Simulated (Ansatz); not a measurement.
Geometry optimisation, Ansatz 0.2.0, RKS PBE/6-31G*.

The input (input.yaml):

```yaml
crystal:
  periodic: [false, false, false]
  atoms:
    - { symbol: "N", position_ang: [1.6048, -0.0682, 0.9305] }
    - { symbol: C, position_ang: [0.7148, -0.554, -0.1258] }
    - { symbol: "N", position_ang: [1.6401, -0.7871, -1.1973] }
    - { symbol: Si, position_ang: [-0.5293, 0.6825, -0.644] }
    - { symbol: Si, position_ang: [-2.2928, 0.6176, 0.901] }
    - { symbol: F, position_ang: [-1.8885, 1.3558, 2.2939] }
    - { symbol: H, position_ang: [2.2572, -0.7282, 1.2039] }
    - { symbol: H, position_ang: [2.1625, 0.734, 0.4939] }
    - { symbol: H, position_ang: [1.80139, 0.22805, -1.03898] }
    - { symbol: H, position_ang: [1.1961, -1.1503, -1.9852] }
    - { symbol: H, position_ang: [2.3024, -1.5273, -0.8787] }
    - { symbol: H, position_ang: [-0.0323, 2.0553, -0.8271] }
    - { symbol: H, position_ang: [-1.2062, 0.2644, -1.9769] }
    - { symbol: H, position_ang: [-2.7159, -0.7698, 1.2259] }
    - { symbol: H, position_ang: [-3.4996, 1.3029, 0.3861] }
basis:
  gaussian: { orbitals: "6-31G*" }
hamiltonian:
  xc: pbe
relax:
  f_tol: 0.02
  max_steps: 50
```

Run as:

```bash
$ ansatz run input.yaml --threads 2 --pin off --max-ram 3072MiB --backend cpu --events-out ev --progress --plain --runs-dir out
```

Where does it end, and by what steps?

The run converged. The force dipped under the threshold on the way, but the program's further checks kept it going. After 30 steps the energy has fallen by 2.297 eV; H7 moved furthest, 1.26 Å.

```json
{"step": "0", "energy less start (eV)": "0.0000", "largest force component (eV/Å)": "3.671", "accepted": "yes"}
{"step": "2", "energy less start (eV)": "-1.7380", "largest force component (eV/Å)": "0.965", "accepted": "yes"}
{"step": "4", "energy less start (eV)": "-2.0928", "largest force component (eV/Å)": "0.454", "accepted": "yes"}
{"step": "6", "energy less start (eV)": "-2.1723", "largest force component (eV/Å)": "0.495", "accepted": "yes"}
{"step": "8", "energy less start (eV)": "-2.1936", "largest force component (eV/Å)": "0.379", "accepted": "yes"}
{"step": "10", "energy less start (eV)": "-2.1991", "largest force component (eV/Å)": "0.936", "accepted": "no"}
{"step": "12", "energy less start (eV)": "-2.2252", "largest force component (eV/Å)": "0.691", "accepted": "yes"}
{"step": "14", "energy less start (eV)": "-2.2479", "largest force component (eV/Å)": "0.816", "accepted": "yes"}
{"step": "16", "energy less start (eV)": "-2.2893", "largest force component (eV/Å)": "0.284", "accepted": "yes"}
{"step": "18", "energy less start (eV)": "-2.2940", "largest force component (eV/Å)": "0.068", "accepted": "yes"}
{"step": "20", "energy less start (eV)": "-2.2947", "largest force component (eV/Å)": "0.012", "accepted": "yes"}
{"step": "22", "energy less start (eV)": "-2.2955", "largest force component (eV/Å)": "0.019", "accepted": "yes"}
{"step": "24", "energy less start (eV)": "-2.2955", "largest force component (eV/Å)": "0.069", "accepted": "no"}
{"step": "26", "energy less start (eV)": "-2.2968", "largest force component (eV/Å)": "0.043", "accepted": "yes"}
{"step": "28", "energy less start (eV)": "-2.2970", "largest force component (eV/Å)": "0.030", "accepted": "yes"}
{"step": "30", "energy less start (eV)": "-2.2971", "largest force component (eV/Å)": "0.013", "accepted": "yes"}
```

```xyz
15
Properties=species:S:1:pos:R:3
N 1.483 -0.299 0.932
C 0.789 -0.376 -0.314
N 1.831 -0.680 -1.385
Si -0.617 0.669 -0.821
Si -2.050 0.679 1.033
F -1.476 1.641 2.237
H 1.099 -0.920 1.652
H 1.616 0.631 1.348
H 2.500 0.084 -1.677
H 1.373 -1.014 -2.249
H 2.434 -1.438 -1.022
H -0.483 2.140 -1.259
H -1.348 0.066 -2.009
H -2.204 -0.706 1.609
H -3.431 1.179 0.687
```

Whether the end is a true minimum wasn't checked by a vibrational analysis.

Time of the run: 67 s on 2 threads of Intel(R) Xeon(R) Platinum 8488C (Sapphire Rapids), with other jobs on the host, peak memory 0.2 GiB.
